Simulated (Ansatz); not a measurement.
C₂H₇BO₂, SMILES `BCOCO`, charge 0, multiplicity 1.

Question: Give a relaxed structure at PBE0-D4/def2-TZVP (Ansatz 0.2.0). (Estimate.)

Answer: Ansatz gave: 
Z-matrix (Å, degrees):
```
C
O 1 1.413
B 1 1.544 2 114.9
H 1 1.107 2 110.8 3 120.4
H 1 1.105 2 110.6 3 -125.0
C 2 1.391 1 113.5 3 -174.7
H 3 1.197 1 117.6 2 -176.0
H 3 1.194 1 122.3 2 5.5
O 6 1.398 2 113.3 1 67.9
H 6 1.095 2 105.5 1 -169.5
H 6 1.097 2 111.1 1 -50.4
H 9 0.962 6 108.0 2 65.1
```
This is one stationary point; other conformers may exist.
